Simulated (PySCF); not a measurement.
**Worked example: oscillator strength and radiative lifetime**

C₃H₇NSi, SMILES C1(C)[SiH2]CN=1.

Geometry optimised at PBE0-D3(BJ)/def2-SVP. The structure was generated by enumeration, and PubChem lists no compound with its InChIKey, so it may never have been made.

TDA-M06-2X/def2-SVPD in PySCF 2.14.0 puts the first singlet state with f over 0.02 at 7.02 eV (vertical), with the transition dipole (0.342, 0.179, 0.000) in atomic units.

**Question.** Find the oscillator strength, the wavelength and the radiative lifetime that this transition would have in vacuum if emission retraced absorption.

**Answer.** 
|μ|² = 0.1490 au, so |μ| = 0.98 D. ΔE = 7.02/27.211 = 0.2580 hartree. f = (2/3) ΔE |μ|² = 0.026 (the program prints 0.026).
λ = 1239.84/7.02 = 177 nm; ν = 56620 cm⁻¹.
Einstein's coefficient A = 0.6670 ν² f s⁻¹ (ν in cm⁻¹) = 5.5e7 s⁻¹, so τ = 1/A = 18 ns. This state is S5; the lower singlets have f = 0.000, 0.002, 0.001, 0.013. The figure is the radiative limit of this one transition; relaxation, internal conversion, crossing to triplets and a medium change what is measured.
